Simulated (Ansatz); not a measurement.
Cost and result up the ladder for Cd₂O₂ (4 atoms). Total charge 0; singlet. Geometry: PBE-D4/def2-TZVP.

| atom | x (Å) | y (Å) | z (Å) |
| --- | --- | --- | --- |
| Cd1 | -0.5040 | 0.2664 | -1.2447 |
| Cd2 | 0.5039 | -0.2665 | 1.2447 |
| O3 | 1.2311 | -0.8284 | -0.6760 |
| O4 | -1.2310 | 0.8286 | 0.6760 |

Ansatz on 4 threads of Arm Neoverse V1 on a shared host. Times are rough, and most runs start from the orbitals of an earlier one. No level here is sound enough to serve as a yardstick. Binding counts from free atoms at the same level (Cd singlet, O triplet; other spins of the atoms weren't run), without zero-point energy or a counterpoise term.

In the def2 sets Cd takes a core potential; there is no spin–orbit coupling. Correlated methods freeze 2 core orbitals; core or outer-core shells of Cd are correlated, in sets that lack core-valence functions. Another isomer (triplet) lies 1.07 eV lower at PBE0-D4/def2-TZVP; other spin states weren't run for this one.

Correlated methods converge slowly with the basis.

```json
{"level": "PBE-D4/def2-TZVP (with forces)", "functions": "142", "wall time": "1.4 s", "binding energy per atom (eV)": "1.42", "remarks": "restricted SCF unstable in HF"}
{"level": "PBE0-D4/def2-TZVP", "functions": "142", "wall time": "1.6 s", "binding energy per atom (eV)": "1.10", "remarks": "restricted SCF unstable in HF"}
{"level": "r2SCAN-D4/def2-TZVP", "functions": "142", "wall time": "2.5 s", "binding energy per atom (eV)": "1.29", "remarks": "restricted SCF unstable in HF"}
{"level": "r2SCANh-D4/def2-TZVP", "functions": "142", "wall time": "2.9 s", "binding energy per atom (eV)": "1.16", "remarks": "restricted SCF unstable in HF"}
{"level": "B97M-V/def2-TZVP", "functions": "142", "wall time": "4.5 s", "binding energy per atom (eV)": "1.17", "remarks": "restricted SCF unstable in HF"}
{"level": "CCSD(T)/def2-TZVP", "functions": "142", "wall time": "2.3 min", "binding energy per atom (eV)": "1.13", "remarks": "large T1 (0.029), restricted SCF unstable"}
```
